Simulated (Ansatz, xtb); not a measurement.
Diatomic CoO, multiplicity 6 (not the ground state: that is measured with 2S+1 = 4). No spin–orbit coupling. Co is treated without relativity. The T1 diagnostic near the minimum is 0.053, so single-reference values are doubtful.

Seven points along R, fitted to fifth degree in 1/R; most abundant isotopes. Runs in def2 and cc sets follow the lowest solution found near the PBE0 minimum.

Correlated levels freeze the inner cores; with def2 sets outer-core shells near the valence are correlated too.

Codes used: Ansatz (a first-principles code); xtb for the GFN methods. Values without a source in brackets are computed. The GFN methods have no spin term and hold the electronic entropy of 300 K.

| level | r_e (Å) | ω_e (cm⁻¹) | ω_e x_e (cm⁻¹) | dipole (D) |
|---|---|---|---|---|
| GFN1-xTB | 1.601 | (withheld) | 4.5 | - |
| r2SCAN/def2-TZVPP | 1.648 | 836 | 6.8 | 1.41 |
| B97M-V/def2-TZVPP | 1.652 | 809 | 7.8 | 1.63 |
| PBE0/def2-TZVPP | 1.640 | 833 | 7.5 | 1.58 |
| CAM-B3LYP/def2-TZVPP | 1.639 | 837 | 7.2 | 1.61 |
| wB97X-V/def2-TZVPP | 1.633 | 861 | 7.4 | 1.49 |
| wB97M-V/def2-TZVPP | 1.636 | 847 | 7.6 | 1.57 |
| CCSD(T)/def2-TZVPP | (withheld) | (withheld) | 14 | - |

Q: Complete the blanks.

A: 
- CCSD(T)/def2-TZVPP, r_e (Å): 1.644
- CCSD(T)/def2-TZVPP, ω_e (cm⁻¹): 834
- GFN1-xTB, ω_e (cm⁻¹): 853

Doubts at one or more of the structures used: T1 above 0.05 (CCSD(T)/def2-TZVPP); other coupled-cluster roots lie near (CCSD(T)/def2-TZVPP); a spin-contaminated determinant (CCSD(T)/def2-TZVPP).
